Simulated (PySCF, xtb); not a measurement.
WO₂F₂, SMILES [O]=[W]([F])(=[O])[F], multiplicity 1.

Harmonic wavenumbers (cm⁻¹) from xtb with GFN2-xTB at its own minimum, in rising order: 163, 175, 212, 218, 253, 434, 440, 826, 844.

Question: What does PBE-D3(BJ)/def2-SVP in PySCF give at its own minimum? (An estimate is asked for; the answer gives what the named calculation found.)

Answer: 171, 209, 248, 251, 351, 693, 703, 983, 1013. Paired by order, the mean absolute difference is 117 cm⁻¹ and the zero-point energies are 5.1 and 6.6 kcal/mol.
